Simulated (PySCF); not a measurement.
NaPb: frontier orbitals

PBE at R = 2.978 Å; PySCF, scalar-relativistic core potentials, basis sets Na def2-SVP, Pb def2-SVP with ECP60. State: ⁴Σ⁻ (quartet), unpaired electrons σ ↑, π ↑↑. Only the outer orbitals are listed, counted within each symmetry, core potentials removing the inner ones.

```json
{"spin": "α", "orbital": "7σ", "occ.": "1", "ε (eV)": "-11.26", "on Na (%)": "3", "main shells (%)": "97 Pb s"}
{"spin": "α", "orbital": "8σ", "occ.": "1", "ε (eV)": "-4.09", "on Na (%)": "40", "main shells (%)": "59 Pb p, 39 Na s"}
{"spin": "α", "orbital": "4π", "occ.": "1", "ε (eV)": "-3.18", "on Na (%)": "10", "main shells (%)": "90 Pb p, 8 Na p"}
{"spin": "α", "orbital": "4π", "occ.": "1", "ε (eV)": "-3.18", "on Na (%)": "10", "main shells (%)": "90 Pb p, 8 Na p"}
{"spin": "α", "orbital": "9σ", "occ.": "0", "ε (eV)": "-2.19", "on Na (%)": "76", "main shells (%)": "55 Na s, 24 Pb p, 21 Na p"}
{"spin": "α", "orbital": "5π", "occ.": "0", "ε (eV)": "-0.42", "on Na (%)": "92", "main shells (%)": "92 Na p"}
{"spin": "α", "orbital": "5π", "occ.": "0", "ε (eV)": "-0.42", "on Na (%)": "92", "main shells (%)": "92 Na p"}
{"spin": "β", "orbital": "7σ", "occ.": "1", "ε (eV)": "-10.08", "on Na (%)": "4", "main shells (%)": "96 Pb s"}
{"spin": "β", "orbital": "8σ", "occ.": "0", "ε (eV)": "-2.89", "on Na (%)": "50", "main shells (%)": "49 Na s, 49 Pb p"}
{"spin": "β", "orbital": "4π", "occ.": "0", "ε (eV)": "-1.72", "on Na (%)": "12", "main shells (%)": "88 Pb p, 11 Na p"}
{"spin": "β", "orbital": "4π", "occ.": "0", "ε (eV)": "-1.72", "on Na (%)": "12", "main shells (%)": "88 Pb p, 11 Na p"}
```

Question: Which are the highest filled and the lowest empty level, where do they sit, and how wide is the gap?

Answer: Highest filled α 4π at -3.18 eV (in %: 90 Pb p, 8 Na p); lowest empty β 8σ at -2.89 eV (in %: 49 Na s, 49 Pb p); the gap at PBE is 0.29 eV.

* bond order (Mayer): 0.95
* ⟨S²⟩: 3.751
* charge on Na (Mulliken, basis-dependent): 0.33
* charge on Na (Löwdin, basis-dependent): 0.14
* dipole moment (positive dipole means Na(−)Pb(+)): -5.92 D
* polarisability along the bond: 194.4 bohr³
* polarisability across the bond: 95.6 bohr³

Spin–orbit coupling is left out, which matters for elements this heavy, above all for dissociation energies. The state is the lowest determinant that a PBE0 search found; another state may lie lower at other levels.
